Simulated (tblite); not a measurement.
Run record: tight-binding relaxation, `CO[CH2][GeH2][Se][GeH3]`.

Computed with GFN2-xTB geometry optimisation, gas phase (tblite 0.8.0). Start geometry: from a force field or distance geometry. The input is one job of a driver script: a line of settings, then coordinates in Å.

Command:
```bash
OMP_NUM_THREADS=1 python probes_run.py task.json out
```

Input:
```
{"job": {"kind": "relax", "xc": "GFN2-xTB", "basis": "xTB"}, "charge": 0, "multiplicity": 1}
C      2.275900     1.218500    -0.785700
O      1.577500     0.011300    -0.589700
C      0.828400     0.094600     0.605000
Ge    -0.165800    -1.554000     0.832500
Se    -1.376400    -2.071000    -1.109500
Ge    -2.727800    -0.158700    -0.832300
H      1.556400     2.067700    -0.934300
H      2.969200     1.444600     0.060300
H      2.880200     1.129500    -1.707300
H      1.469900     0.235300     1.494900
H      0.076000     0.924800     0.539800
H     -1.143100    -1.421300     2.039500
H      0.832800    -2.706400     1.137400
H     -3.263300    -0.119800     0.618400
H     -3.912100    -0.202400    -1.824000
H     -1.885400     1.116000    -1.093600
```

Output:
```
step      E/eV     max force
  0    -557.65062    1.213
  1    -557.72008    0.660
  2    -557.76921    0.355
  3    -557.78117    0.266
  4    -557.79898    0.262
  5    -557.80376    0.226
  6    -557.80954    0.172
  7    -557.81376    0.231
  8    -557.81868    0.205
  9    -557.82210    0.127
... (187 lines left out)
197    -558.07507    0.027
198    -558.07521    0.031
199    -558.07533    0.024
200    -558.07542    0.016
201    -558.07551    0.019
202    -558.07559    0.020
203    -558.07565    0.020
204    -558.07568    0.015
205    -558.07570    0.011
206    -558.07572    0.009
```

«max force» is the largest atomic force in eV/Å.

Task: From which step on does the largest force stay under 0.1 eV/Å, and how much energy is left to gain from there?

Result: From step 150 (0.089 eV/Å), 17.2 meV above the end.

In short: energy lowered by 9.8 kcal/mol over 206 steps; largest atomic force 0.009 eV/Å at the end.

Task: Give the final coordinates.

Result: 1.358 Å rms from the input after alignment:
```
atom  x, y, z in Å
C1     1.3868    1.5013   -0.6157
O2     0.6697    0.3323   -0.3038
C3     0.8354   -0.0953    1.0294
Ge4   -0.1905   -1.7998    1.1394
Se5   -2.3542   -1.4690    0.3661
Ge6   -1.9196   -0.0107   -1.4150
H7     1.0852    2.3317    0.0333
H8     2.4648    1.3362   -0.5067
H9     1.1548    1.7453   -1.6508
H10    1.8963   -0.2688    1.2509
H11    0.4653    0.6615    1.7335
H12   -0.2671   -2.3062    2.5637
H13    0.5411   -2.8477    0.3279
H14   -1.7310    1.4138   -0.9805
H15   -3.2173   -0.0496   -2.1905
H16   -0.8274   -0.4661   -2.3299
```

Task: How long does this job take on one thread, Arm Neoverse N1 (aarch64), no GPU, shared host?

Result: About 2.7 s.
Labels such as C1 count atoms from 1, the log's own numbers from 0.
